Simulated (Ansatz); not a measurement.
Program: Ansatz. Geometries: PBE0-D4/def2-TZVP. ΔE: electronic, gas phase. CBS: MP2 limit from def2 TZ/QZ plus the TZ coupled-cluster correction, frozen cores. This one scheme is used for every species. Functionals use def2-TZVPP. Each species was taken in one conformer, which may not be the lowest.

`C[SiH](S)C=O` + `CCl` → `C[SiH](S)CCl` + `C=O`  (formal exchange of groups at the Si–C bond)

(1) Is it downhill or uphill in electronic energy at CCSD(T)/CBS, and by how much? (Estimate.)

(2) What do these levels give: PBE-D4, PBE0-D4, ωB97M-V, B2PLYP, PBE, r2SCAN, PBE0, HF/def2-TZVPP, MP2/def2-TZVPP, HF/def2-QZVPP, HF/CBS(def2), MP2/CBS(def2)? (An estimate is asked.)

Largest T1 diagnostic among the species: 0.015.

## Answers

(1) Ansatz gave: Downhill: ΔE = -2.5 kcal/mol.

(2) Computed: PBE-D4 -0.7, PBE0-D4 -1.7, ωB97M-V -2.2, B2PLYP -1.2, PBE 0.2, r2SCAN -0.8, PBE0 -0.9, HF/def2-TZVPP -1.1, MP2/def2-TZVPP -3.5, HF/def2-QZVPP -1.0, HF/CBS(def2) -1.0, MP2/CBS(def2) -3.5 kcal/mol.

From PBE to PBE0 (25 % exact exchange), in def2-TZVPP and without D4, ΔE moves by −1.1 kcal/mol. In def2-TZVPP, CCSD(T) changes the Hartree–Fock value by −1.4 kcal/mol (the triples alone add −0.1 kcal/mol) and MP2 by −2.4 kcal/mol. The D4 term adds −1.4 kcal/mol with B3LYP and −0.8 kcal/mol with PBE0; it sums over pairs of atoms, weighted by their polarisabilities, and B3LYP, whose exchange is more repulsive, gets the larger term.

B3LYP here is the variant with VWN-RPA as its local correlation; programs differ in this.
